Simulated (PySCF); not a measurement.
Species: C6H10O.
Numbering: `[CH3:1][CH:2]=[C:3]=[C:4]([CH3:5])[O:6][CH3:7]` (hydrogens: H8, H9, H10 on C1; H11 on C2; H12, H13, H14 on C5; H15, H16, H17 on C7)

A GFN2-xTB structure was refined with PySCF 2.14.0, PBE0-D3(BJ)/def2-SVP geometry optimisation, gas phase. Its GFN2-xTB values:

| coordinate | GFN2-xTB |
| --- | --- |
| C1–C2 | 1.500 Å |
| C1–H8 | 1.090 Å |
| C2=C3 | 1.298 Å |
| C2–H11 | 1.085 Å |
| C3=C4 | 1.306 Å |
| C4–C5 | 1.506 Å |
| C4–O6 | 1.384 Å |
| C5–H12 | 1.090 Å |
| O6–C7 | 1.405 Å |
| C7–H15 | 1.090 Å |
| C1–C2–C3 | 124.6° |
| C2–C3–C4 | 176.3° |
| C3–C4–C5 | 121.3° |
| C3–C4–O6 | 119.2° |
| C4–O6–C7 | 117.7° |
| C5–C4–O6 | 119.5° |
| C3–C4–O6–C7 | 154° |

Task: How do these coordinates change at the PBE0-D3(BJ)/def2-SVP level?

Result: 
| coordinate | PBE0-D3(BJ)/def2-SVP (Å or °) | change |
| --- | --- | --- |
| C2–H11 | 1.101 | +0.016 |
| C4–O6 | 1.370 | -0.014 |
| C2=C3 | 1.311 | +0.013 |
| C1–H8 | 1.103 | +0.013 |
| C3=C4 | 1.319 | +0.013 |
| C5–H12 | 1.102 | +0.012 |
| C7–H15 | 1.098 | +0.008 |
| C4–C5 | 1.500 | -0.006 |
| O6–C7 | 1.402 | -0.003 |
| C1–C2 | 1.500 | 0.000 |
| C5–C4–O6 | 117.7 | -1.8 |
| C3–C4–C5 | 123.0 | +1.7 |
| C1–C2–C3 | 125.4 | +0.8 |
| C4–O6–C7 | 116.9 | -0.8 |
| C2–C3–C4 | 177.0 | +0.7 |
| C3–C4–O6 | 119.2 | 0.0 |
| C3–C4–O6–C7 | 134 | -20 |

The energy falls by 1.5 kcal/mol over 7 energy and gradient evaluations, the largest force component goes from 0.0171 to 3.2e-04 Eh/bohr, and the atoms move by 0.212 Å rms after alignment. The bond that changes most is C2–H11 (outer carbon of cumulated double bonds to hydrogen on carbon), which lengthens by 0.016 Å. Bonds longer at the end by more than 0.005 Å: 12 of 16; shorter: 2. Among the dihedrals that turn most is C5–C4–O6–C7, from -27° to -50°. Rotational constants go from 5943, 1289, 1142 to 5641, 1297, 1144 MHz.

The run used 148 basis functions and 53 SCF cycles in all. The run took 58 s wall on an Arm Neoverse V2 with one thread, no GPU, on a shared host, and the process peaked at 0.72 GiB of memory.

PBE0-D3(BJ)/def2-SVP frequencies: not computed here. The numbers are those of one conformer.
